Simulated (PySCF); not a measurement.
Cl4HSi2, SMILES Cl[SiH][Si](Cl)(Cl)Cl, multiplicity 2.

The structure is a stationary point at ωB97X-D3(BJ)/def2-SVP. The isomer is the one that the SMILES or the coordinates give; other isomers of the formula were not compared. The values are those of a single conformer.

The numbers are results of TDA-PBE/def2-SVPD in PySCF, not measurements.

Vertical excitations. Gas-phase values at a fixed geometry.

Computed lowest excited states:
| state | energy (eV) | λ (nm) | f | main pairs |
|---|---|---|---|---|
| root 1 | 3.18 | 390 | 0.008 | β HOMO→LUMO 98 % |
| root 2 | 3.61 | 343 | 0.004 | α HOMO→LUMO 98 % |
| root 3 | 3.69 | 336 | 0.001 | β HOMO−1→LUMO 99 % |
| root 4 | 4.03 | 308 | 0.002 | β HOMO−3→LUMO 61 %, β HOMO−2→LUMO 34 % |
| root 5 | 4.06 | 306 | 0.007 | β HOMO−2→LUMO 59 %, β HOMO−3→LUMO 38 % |
| root 6 | 4.15 | 299 | 0.006 | α HOMO→LUMO+1 89 % |
| root 7 | 4.29 | 289 | 0.001 | β HOMO−4→LUMO 89 % |
| root 8 | 4.53 | 274 | 0.027 | α HOMO→LUMO+2 8 %, β HOMO−5→LUMO 83 % |
| root 9 | 4.59 | 270 | 0.043 | α HOMO→LUMO+2 57 %, β HOMO−7→LUMO 17 %, β HOMO−6→LUMO 13 %, β HOMO−5→LUMO 6 % |
| root 10 | 4.62 | 268 | 0.006 | β HOMO−6→LUMO 74 %, β HOMO−7→LUMO 21 % |
Unrestricted roots are not spin-pure.
